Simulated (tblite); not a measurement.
C5H16BNSi2.
Atom-mapped SMILES: `[CH3:1][B:2]([CH3:3])[NH:4][Si@H:5]1[CH2:6][Si@H:7]([CH3:8])[CH2:9]1` (hydrogens: H10, H11, H12 on C1; H13, H14, H15 on C3; H16 on N4; H17 on Si5; H18, H19 on C6; H20 on Si7; H21, H22, H23 on C8; H24, H25 on C9)

Computed with GFN2-xTB (tblite), gas phase: L-BFGS steps from a force-field or distance-geometry start until the largest atomic force falls under 0.01 eV/Å.

At the end of the run (lengths in Å): B2–N4 1.402, C6–Si7 1.917, Si7–C9 1.921, N4–Si5 1.741, Si5–C6 1.915, Si5–C9 1.917, C8–H21 1.086, B2–N4–Si5 129.6°, N4–Si5–C6 110.8°, N4–Si5–C9 115.8°, C1–B2–N4 120.5°, C1–B2–N4–Si5 -179°, B2–N4–Si5–C6 -172°, N4–Si5–C6–Si7 120°, H16–N4–B2–C1 0°, H16–N4–Si5–C6 8°.

Question: These geometries were met on the way; a selection of coordinates is given. Order them by energy above the end point, lowest first.
A. B2–N4 1.439, C6–Si7 1.904, Si7–C9 1.900, N4–Si5 1.718, Si5–C6 1.903, Si5–C9 1.909, C8–H21 1.079, B2–N4–Si5 119.8°, N4–Si5–C6 112.1°, N4–Si5–C9 115.2°, C1–B2–N4 124.5°, C1–B2–N4–Si5 -126°, B2–N4–Si5–C6 157°, N4–Si5–C6–Si7 130°, H16–N4–B2–C1 107°, H16–N4–Si5–C6 -77°
B. B2–N4 1.515, C6–Si7 1.857, Si7–C9 1.862, N4–Si5 1.789, Si5–C6 1.869, Si5–C9 1.874, C8–H21 1.125, B2–N4–Si5 112.3°, N4–Si5–C6 109.3°, N4–Si5–C9 112.5°, C1–B2–N4 122.0°, C1–B2–N4–Si5 -134°, B2–N4–Si5–C6 154°, N4–Si5–C6–Si7 128°, H16–N4–B2–C1 100°, H16–N4–Si5–C6 -80°
C. B2–N4 1.407, C6–Si7 1.911, Si7–C9 1.923, N4–Si5 1.735, Si5–C6 1.915, Si5–C9 1.912, C8–H21 1.090, B2–N4–Si5 125.3°, N4–Si5–C6 112.1°, N4–Si5–C9 124.2°, C1–B2–N4 118.7°, C1–B2–N4–Si5 -137°, B2–N4–Si5–C6 161°, N4–Si5–C6–Si7 138°, H16–N4–B2–C1 14°, H16–N4–Si5–C6 10°
D. B2–N4 1.435, C6–Si7 1.920, Si7–C9 1.926, N4–Si5 1.735, Si5–C6 1.934, Si5–C9 1.935, C8–H21 1.080, B2–N4–Si5 126.0°, N4–Si5–C6 120.6°, N4–Si5–C9 115.3°, C1–B2–N4 119.7°, C1–B2–N4–Si5 -118°, B2–N4–Si5–C6 155°, N4–Si5–C6–Si7 127°, H16–N4–B2–C1 52°, H16–N4–Si5–C6 -15°
E. B2–N4 1.421, C6–Si7 1.918, Si7–C9 1.919, N4–Si5 1.739, Si5–C6 1.922, Si5–C9 1.916, C8–H21 1.079, B2–N4–Si5 123.3°, N4–Si5–C6 118.6°, N4–Si5–C9 116.9°, C1–B2–N4 118.7°, C1–B2–N4–Si5 -121°, B2–N4–Si5–C6 152°, N4–Si5–C6–Si7 130°, H16–N4–B2–C1 25°, H16–N4–Si5–C6 5°

Answer: C (0.212 eV), E (0.348 eV), D (0.572 eV), A (0.956 eV), B (1.546 eV).

| step | E above end (eV) | rms distance from the end, all atoms (Å) | largest force (eV/Å) | rms shift of all bonds from the end (Å) |
| --- | --- | --- | --- | --- |
| 43 | 0.212 | 0.720 | 0.220 | 0.004 |
| 30 | 0.348 | 0.779 | 0.349 | 0.006 |
| 22 | 0.572 | 0.804 | 0.477 | 0.012 |
| 4 | 0.956 | 0.846 | 0.407 | 0.013 |
| 0 | 1.546 | 0.854 | 2.255 | 0.038 |

Rows stand in the order of the answer.
